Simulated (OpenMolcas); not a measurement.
# Cr3+ in Cs2NaYCl6: curves along the breathing mode

Cr3+ with its 6 nearest chloride ions, on the Y site of Cs2NaYCl6 (a = 10.7396 Å, distance in the model lattice 2.619 Å). The rest of the host is ab initio model potentials to 7.6 Å, with orthogonalisation functions on the cations behind the ligands, and point charges beyond; the distance is set by hand and nothing relaxes. Ligand basis ANO-RCC-VDZP.

```yaml
Program: OpenMolcas
Method: CASSCF
Basis: ANO-RCC-VDZP [5s4p2d1f]
Scalar_Hamiltonian: DKH2, point nucleus
Active_space: 3 electrons in 5 orbitals (3d)
State_averaging: 2S+1 = 4 even, 10 roots; 2S+1 = 2 even, 40 roots
Spin-orbit_coupling: RASSI with atomic mean-field integrals over the reference wave functions
```

Spin-free energies (labels of O, the rotations of Oh) in cm-1 above the lowest fitted minimum, as all ligands move together:

| R (Å) | 4A2 | 4T2 | 4T1 | 2E | 2T1 | 2T2 | 2A1 |
| --- | --- | --- | --- | --- | --- | --- | --- |
| 2.298 | 2610 | 16140 | 23920 | 21200 | 22120 | 28760 | 31540 |
| 2.352 | 340 | 12430 | 19760 | 19020 | 19940 | 26160 | 28000 |
| 2.406 | 130 | 10980 | 17850 | 18880 | 19800 | 25590 | 26700 |
| 2.461 | 1710 | 11470 | 17890 | 20510 | 21420 | 26750 | 27320 |
| 2.515 | 4750 | 13600 | 19580 | 23600 | 24480 | 29350 | 29560 |
| 2.569 | 9070 | 17120 | 22710 | 27940 | 28810 | 33200 | 33190 |
| 2.623 | 14490 | 21870 | 27110 | 33390 | 34230 | 38170 | 38030 |

Cubic fits give the following; the wavenumber is harmonic, with the mass of all moving ligands, small differences in it between states hang on the degree of the fit, a number in brackets counts states of one label, and the table is a selection of at most 14 states with clean curves.

```tsv
State	R0 (Å)	Breathing mode (cm-1)	Minimum (cm-1)
4A2	2.386	317	0
4T2	2.420	318	10920
4T1	2.433	314	17620
2E	2.384	316	18720
2T1	2.384	315	19650
2T2	2.397	309	25560
2A1	2.416	318	26660
2T2(2)	2.412	323	28900
4T1(2)	2.434	324	29970
2T1(2)	2.414	318	30200
2E(2)	2.414	318	32470
2T1(3)	2.421	315	34660
2T2(3)	2.439	314	39490
2T1(4)	2.444	320	39730
```

The minimum of 4T2 is shifted by +0.0338 Å against 4A2 (from the unrounded fits). With M = 212.7 u for the moving shell, the Huang-Rhys factor in this mode is S = M ω ΔR² / 2ħ = 0.01483 × 212.7 × 317 × 0.0338² = 1.14. Only the first shell moves, against a rigid host.

Without dynamic correlation the repulsion within the d shell is too large (B by tens of per cent), so at a given field states of lower spin stand too high. Ligand-to-metal charge-transfer states are missing. With no ligand orbital active B as a rule stays too high, so bands that hang on it stand too high and its fall with covalency is understated. With metal d orbitals alone and no dynamic correlation the field as a rule comes out too small, by tens of per cent, by up to half for chloride and softer ligands. The least metal-like active orbital is 84 % on the metal (Löwdin) and no ligand orbital is active, so the numbers are rough (holds for R = 2.298). No measured value stands beside these numbers.
